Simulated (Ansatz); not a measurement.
Acid–base and redox partners of C[SiH3]. All species are isolated molecules in the gas phase. Strings in code marks are SMILES.

Quantity: electronic energy of isomers of CH5Si, doublet states, relative to `C[SiH2]`, in kcal/mol. HF references are unrestricted for open shells and restricted for singlets.

Case: `[CH2][SiH3]`. Geometry of `[CH2][SiH3]` (neutral, multiplicity 2, Å):

```xyz
7

C      1.0984    -0.1102     0.1138
Si    -0.7216     0.0697    -0.0886
H      1.5991    -1.0729     0.1055
H      1.7525     0.7388     0.2863
H     -1.0408     1.2774    -0.8952
H     -1.2912    -1.1301    -0.7535
H     -1.3964     0.2274     1.2318
```

Question: Give the electronic energy of isomers of CH5Si, doublet states, relative to `C[SiH2]` at the level frozen-core CCSD(T)/cc-pVTZ // r2SCAN-D4/def2-TZVP (Ansatz, a first-principles code).

Answer: 12.0 kcal/mol.
